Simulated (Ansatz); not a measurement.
Mulliken charges of CHFNOSi (`O=C=N[SiH]F`) radical from ωB97M-V/def2-TZVPP in Ansatz (PBE0-D4/def2-TZVP geometry).

```tsv
atom	x (Å)	y (Å)	z (Å)	charge (e)
O1	-1.493	1.227	1.999	-0.214
C2	-0.907	0.754	1.115	0.332
N3	-0.304	0.306	0.181	-0.259
Si4	0.439	-0.904	-0.755	0.440
F5	1.996	-0.926	-0.400	-0.283
H6	0.311	-0.522	-2.187	-0.015
```

Question: By hand: the dipole of these point charges (1 e Å = 4.8032 D).

Answer: Σ q r = (-0.279, -0.219, -0.291) e Å, of length 0.459 e Å = 2.20 D.

Question: How does the dipole of the full density compare? (Estimate.)

Answer: Ansatz gave: (-0.097, -0.179, -0.239) e Å, 1.51 D; the point charges give 1.46 times that, at 19° from its direction.

Point charges leave out the atoms' own dipoles, such as those of lone pairs, and Mulliken's split depends on the basis, so the two needn't agree.
